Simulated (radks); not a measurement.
Results of a calculation; reference values are marked as such.
Excited configurations of He+: one electron is placed in a higher orbital outside the bare nucleus. The ground configuration is 1s1. Code: a radial shooting solver on a logarithmic mesh with Libxc functionals. Model: non-relativistic Kohn-Sham, PBEsol, spin-polarised, spherical densities, point nucleus; open shells are filled with parallel spins first. Excitation = E - E(ground); binding = E(ion) - E, where the ion is the core of charge +2; n* = 2/sqrt(2 binding) in atomic units, and the quantum defect is n - n*.

outer orbital  excitation (eV)  binding (eV)  quantum defect  <r> (bohr)
2p                      40.082        13.512          -0.007       2.518
3s                      47.230         6.364           0.076       6.506
5p                      51.216         2.379           0.217       17.38
7p                      52.347         1.248           0.397       34.23
7d                      52.347         1.247           0.395       33.29

The Delta-SCF ionisation energy is 53.595 eV (NIST Atomic Spectra Database: 54.418 eV, theoretical). Self-interaction in the functional shifts the binding energies and quantum defects, so they are the method's values and not measured ones.
